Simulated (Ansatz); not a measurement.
A nudged elastic band was laid between two geometries of H2O + H4Sn (8 atoms, charge 0, multiplicity 1).

Theory: Ansatz 0.2.0, RKS B3LYP-D4/def2-SVP.

```yaml
movable_images: 7
climbing_image: yes
spring: 5.0 eV/Å²
optimiser: quadratic models (default)
start_path: through a guess of the saddle point
force_threshold: 0.05 eV/Å
iteration_limit: 60
end_points: relaxed
```

Initial state:

```xyz
8
Properties=species:S:1:pos:R:3
Sn 0.335 0.044 -0.130
H 0.393 -0.071 1.584
H 1.968 -0.023 -0.695
H -0.350 1.527 -0.638
H -0.492 -1.306 -0.795
O -2.586 0.031 1.008
H -2.802 -0.901 0.863
H -2.363 0.069 1.949
```

Final state:

```xyz
8
Properties=species:S:1:pos:R:3
Sn -0.180 -0.075 -0.877
H -1.458 0.586 3.548
H 1.337 -0.687 -0.338
H -0.169 1.621 -1.093
H -0.719 -0.913 -2.283
O -1.544 -0.323 0.575
H -1.674 -1.254 0.809
H -1.490 0.416 2.805
```

(1) Which bonds break or form, and what moves?

(2) What energy profile does the band end with?

(3) What is the geometry of the highest image?

(4) What are the harmonic wavenumbers there?

Answers

(1) Bonds broken: Sn1–H2, O6–H8. Bonds formed: Sn1–O6, H2–H8. H2O + H4Sn becomes H2 + H4OSn.

(2) It converged. The highest image is number 3 of 0 to 8, 36.2 kcal/mol above the first end and 31.0 kcal/mol above the last; the last end lies 5.2 kcal/mol above the first. A vibrational analysis at the climbing image gives one clearly imaginary mode, 1364i cm⁻¹: a first-order saddle point. The orbitals stay closed-shell, which can raise the energy where a bond breaks towards radicals; this wasn't checked here.

| image | path coordinate (Å) | energy (kcal/mol) | Sn1–H2 (Å) | O6–H8 (Å) | Sn1–O6 (Å) |
| --- | --- | --- | --- | --- | --- |
| 0 | 0.00 | 0.0 | 1.72 | 0.97 | 3.13 |
| 1 | 0.98 | 1.6 | 1.72 | 0.97 | 3.24 |
| 2 | 1.96 | 10.1 | 1.76 | 0.97 | 2.83 |
| 3 | 2.93 | 36.2 | 2.16 | 1.20 | 2.21 |
| 4 | 3.68 | 13.9 | 2.65 | 1.80 | 2.04 |
| 5 | 4.43 | 6.4 | 3.30 | 2.23 | 2.01 |
| 6 | 5.18 | 5.5 | 3.89 | 2.36 | 2.01 |
| 7 | 5.92 | 5.3 | 4.37 | 2.36 | 2.01 |
| 8 | 6.67 | 5.2 | 4.65 | 2.35 | 2.01 |

(3) 
```xyz
8
Properties=species:S:1:pos:R:3
Sn -0.206 0.039 -0.264
H -0.352 0.727 1.777
H 1.302 -0.644 0.196
H -0.194 1.655 -0.827
H -0.862 -0.985 -1.500
O -2.021 -0.354 0.939
H -2.298 -1.264 1.143
H -1.265 0.197 1.682
```

(4) 1364i, 160, 353, 432, 520, 640, 659, 716, 749, 798, 814, 1345, 1597, 1751, 1851, 1896, 1933, 3753 cm⁻¹.

Run time: 9 min on 1 thread of Arm Neoverse V1, with other jobs on the host, peak memory 0.14 GiB.
